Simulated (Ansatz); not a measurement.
`[AlH2][CH]1O[SiH2][SiH2]1` + `[OH][GaH2]` → `[AlH2][O][GaH2]` + `C1O[SiH2][SiH2]1`  (ligand exchange at the Al–C bond)

Calculated with Ansatz (gas phase, PBE0-D4/def2-TZVP geometries, no zero-point term in ΔE). CBS: MP2 limit from def2 TZ/QZ plus the TZ coupled-cluster correction, frozen cores. Functionals use def2-TZVPP. B3LYP here is the variant with VWN-RPA as its local correlation; programs differ in this. For Ga outer-core shells are correlated without core-valence functions, which leaves a few kJ/mol of doubt a bond. Scalar relativity is left out up to krypton.

| level | ΔE (kJ/mol) | difference from CCSD(T)/CBS |
| --- | --- | --- |
| PBE-D4 | -139.6 | 16.0 |
| PBE0-D4 | -147.3 | 8.3 |
| ωB97X-V | -158.0 | -2.4 |
| B2PLYP | -164.2 | -8.6 |
| PBE0 | -150.5 | 5.1 |
| B3LYP | -163.5 | -7.9 |
| SCS-MP2/def2-TZVPP | -166.1 | -10.5 |
| CCSD/def2-TZVPP | -163.9 | -8.3 |
| HF/CBS(def2) | -186.5 | -30.9 |
| CCSD/CBS(def2) | -160.3 | -4.7 |
| CCSD(T)/CBS | -155.6 | 0 |

Largest T1 diagnostic among the species: 0.015.

The D4 term adds +5.6 kJ/mol with B3LYP and +3.1 kJ/mol with PBE0; it sums over pairs of atoms, weighted by their polarisabilities, and B3LYP, whose exchange is more repulsive, gets the larger term. In def2-TZVPP, CCSD(T) changes the Hartree–Fock value by +26.5 kJ/mol (the triples alone add +4.7 kJ/mol) and MP2 by +24.7 kJ/mol.
